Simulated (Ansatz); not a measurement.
Ansatz (a quantum-chemistry and plane-wave program) input (B3LYP-D3(BJ)/def2-TZVP):

Ansatz 0.2 input:
```yaml
crystal:
  periodic: [false, false, false]
  atoms:
    - {symbol: C, position_ang: [2.57971231, -0.51369820, -0.30444500]}
    - {symbol: C, position_ang: [1.78689336, -0.28089793, 0.78976614]}
    - {symbol: C, position_ang: [0.44398384, 0.02385731, 0.89827517]}
    - {symbol: C, position_ang: [-0.50914936, 0.14391724, -0.24453049]}
    - {symbol: C, position_ang: [-1.24878433, 1.49646389, -0.24355664]}
    - {symbol: C, position_ang: [-1.56634355, -0.98244753, -0.25501735]}
    - {symbol: H, position_ang: [3.64050927, -0.70953484, -0.19851822]}
    - {symbol: H, position_ang: [2.20993600, -0.48232651, -1.32084804]}
    - {symbol: H, position_ang: [2.30954978, -0.34069908, 1.75256392]}
    - {symbol: H, position_ang: [0.00435381, 0.12962774, 1.88837386]}
    - {symbol: H, position_ang: [0.05956145, 0.07286366, -1.17723432]}
    - {symbol: H, position_ang: [-1.93438046, 1.58691004, -1.09185371]}
    - {symbol: H, position_ang: [-1.82630017, 1.60524640, 0.67531085]}
    - {symbol: H, position_ang: [-0.52967406, 2.31235585, -0.29046889]}
    - {symbol: H, position_ang: [-2.25270570, -0.89215008, -1.10306746]}
    - {symbol: H, position_ang: [-1.07086586, -1.94973521, -0.31069871]}
    - {symbol: H, position_ang: [-2.15261008, -0.95250849, 0.66426578]}
basis:
  gaussian:
    orbitals: def2-TZVP
hamiltonian:
  xc: b3lyp
  dispersion: d3bj
total_charge: -1
relax: {f_tol: 0.002, max_steps: 150}
```

End of the output:

```
0.36 GiB of the device are held for the grids
1.49 GiB of device memory are held for the factors and their scratch space
mean field: 1.51 GiB planned
mean field -6403.15414594 eV, -235.3115746494 hartree, gradient 1.8e-5 eV, S^2 0.000000; 0 other end points of the search recorded, 0 dependent functions left out
the calculation of the forces begins
reference -6403.15446671 eV, -235.3115864377 hartree; 24, 24 occupied and 228, 228 virtual orbitals, 1564 factors
relax step  18: F+E_penalty+E_count = -6403.78479276 eV  Δ(F+E_penalty+E_count) = +6.619e-6 eV  max|allowed force component| = 1.006e-2 eV/Å  Δτ_max = 0.0017 Å  (33 SCF iters, rejected (line search))
these checks for a lower state are left out or cut short: starts, cluster_reference, orbital_swaps, neighbouring_geometries, increment
integrals: 0.19 GiB planned
1564 factors; their error is unknown
0.36 GiB of the device are held for the grids
1.49 GiB of device memory are held for the factors and their scratch space
mean field: 1.51 GiB planned
mean field -6403.15413031 eV, -235.3115740753 hartree, gradient 1.8e-5 eV, S^2 0.000000; 0 other end points of the search recorded, 0 dependent functions left out
the calculation of the forces begins
reference -6403.15445109 eV, -235.3115858635 hartree; 24, 24 occupied and 228, 228 virtual orbitals, 1564 factors
relax step  19: F+E_penalty+E_count = -6403.78480177 eV  Δ(F+E_penalty+E_count) = -2.389e-6 eV  max|allowed force component| = 1.036e-3 eV/Å  Δτ_max = 0.0008 Å  (34 SCF iters, accepted)
integrals: 0.19 GiB planned
1564 factors; their error is unknown
0.36 GiB of the device are held for the grids
1.49 GiB of device memory are held for the factors and their scratch space
mean field: 1.51 GiB planned
mean field evaluation 160: about -6403.1255 eV, gradient 5.0e0 eV
mean field -6403.15413031 eV, -235.3115740753 hartree, gradient 1.8e-5 eV, S^2 0.000000; 1 other end points of the search recorded, 0 dependent functions left out
the calculation of the forces begins
reference -6403.15445109 eV, -235.3115858635 hartree; 24, 24 occupied and 228, 228 virtual orbitals, 1564 factors
Total energy: -6403.78512255 eV, -235.3347626121 hartree
Atom 0 at     2.318955    -1.014817    -0.235907 Å, force     0.000059    -0.000002    -0.000310 eV/Å
Atom 1 at     1.745747    -0.276603     0.792939 Å, force     0.000471     0.000130     0.001008 eV/Å
Atom 2 at     0.524174     0.378870     0.879096 Å, force    -0.000497    -0.000269    -0.001036 eV/Å
Atom 3 at    -0.462053     0.400027    -0.246685 Å, force     0.000975    -0.000080     0.000761 eV/Å
Atom 4 at    -1.501830     1.509882    -0.070777 Å, force    -0.000303     0.000065    -0.000062 eV/Å
Atom 5 at    -1.176044    -0.953307    -0.448290 Å, force    -0.000382    -0.000113    -0.000239 eV/Å
Atom 6 at     3.325655    -1.404238    -0.141347 Å, force     0.000197    -0.000014    -0.000031 eV/Å
Atom 7 at     1.818854    -1.177795    -1.184420 Å, force    -0.000324     0.000064     0.000002 eV/Å
Atom 8 at     2.364297    -0.193047     1.691624 Å, force    -0.000290    -0.000104    -0.000264 eV/Å
Atom 9 at     0.263085     0.908982     1.789723 Å, force     0.000027     0.000291     0.000401 eV/Å
Atom 10 at     0.077611     0.599772    -1.191553 Å, force    -0.000090     0.000096    -0.000270 eV/Å
Atom 11 at    -2.239289     1.518375    -0.881642 Å, force    -0.000033    -0.000027     0.000001 eV/Å
Atom 12 at    -2.044240     1.367956     0.871213 Å, force    -0.000033     0.000031     0.000014 eV/Å
Atom 13 at    -1.018863     2.489864    -0.029440 Å, force     0.000208    -0.000095    -0.000072 eV/Å
Atom 14 at    -1.782894    -0.972700    -1.366773 Å, force    -0.000089    -0.000015    -0.000017 eV/Å
Atom 15 at    -0.436887    -1.753954    -0.503171 Å, force     0.000206     0.000148     0.000088 eV/Å
Atom 16 at    -1.832593    -1.160024     0.403727 Å, force    -0.000102    -0.000106     0.000027 eV/Å
Dipole moment:    -0.862784     0.300085    -0.107049 e Å
```

It need not be the lowest isomer of its formula. Whether it binds its extra electron was not tested at this geometry.
